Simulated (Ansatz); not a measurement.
Born–Oppenheimer molecular dynamics of AlCl₂H₃S (7 atoms, charge 0, multiplicity 1). It starts at the highest image of a converged band, a first-order saddle point between two minima.

Theory: RKS BHLYP-D4/6-31G* (Ansatz 0.2.0).

* ensemble: NVE (velocity Verlet)
* time step: 0.5 fs
* steps asked: 200
* starting velocities drawn for: 100 K
* seed: 3554

First frame:

```xyz
7
Properties=species:S:1:pos:R:3
Al 0.176 -0.442 -0.110
Cl 0.169 0.011 2.256
Cl 1.950 0.384 -0.865
H -1.239 -0.078 -0.652
S 0.489 -2.615 0.583
H -0.809 -2.942 0.605
H 0.366 -1.391 1.951
```

(1) What does the run give?

(2) What happens to the structure?

(3) How do temperature and energy run in time?

Results:

(1) All steps were run.

```json
{
 "steps done": "200",
 "time covered": "100 fs",
 "mean temperature over the second half": "328 K",
 "spread of the potential energy over the second half": "3.2 meV per atom",
 "mean potential energy of the second half above the start": "-21.0 meV per atom"
}
```

The conserved energy stayed within 0.026 meV per atom of its start (net change 0.0047 meV per atom), so the integration is sound. The kinetic energy rose, since the run started high on the potential surface and went downhill. It ends in pieces (AlClH2S + ClH), so much of that is their flight and rotation, not heat. A run of 0.1 ps of so small a system gives no equilibrium averages. The orbitals stay closed-shell, which can raise the energy where a bond breaks towards radicals; this wasn't checked here.

(2) Between its relaxed ends the band would form Cl2–H7 and break S5–H7. These pairs go: Cl2–H7 1.45 → 1.28 Å, S5–H7 1.84 → 3.67 Å. In the last frame they stand as after the step (other bonds may differ from the relaxed reactants and products). Also parted: Al1–Cl2 2.41 → 3.25 Å. It ends as AlClH2S + ClH. Pairs count as bonded within 1.25 times the sum of covalent radii (0.12 Å more for H–H). Another seed would give other details.

(3) 
| time (fs) | T (K) | potential energy less start (eV) | conserved less start (meV/atom) |
| --- | --- | --- | --- |
| 0 | 100 | 0.000 | 0.00 |
| 8 | 96 | 0.003 | 0.02 |
| 16 | 147 | -0.030 | 0.01 |
| 24 | 231 | -0.085 | 0.00 |
| 32 | 273 | -0.112 | 0.02 |
| 40 | 305 | -0.133 | 0.01 |
| 48 | 334 | -0.151 | 0.00 |
| 56 | 343 | -0.157 | 0.01 |
| 64 | 348 | -0.160 | 0.01 |
| 72 | 368 | -0.174 | -0.01 |
| 80 | 339 | -0.154 | 0.02 |
| 88 | 303 | -0.131 | 0.01 |
| 96 | 270 | -0.110 | 0.00 |

Time of the run: 7.3 min on 2 threads of Arm Neoverse V2 (shared host), peak memory 0.17 GiB.
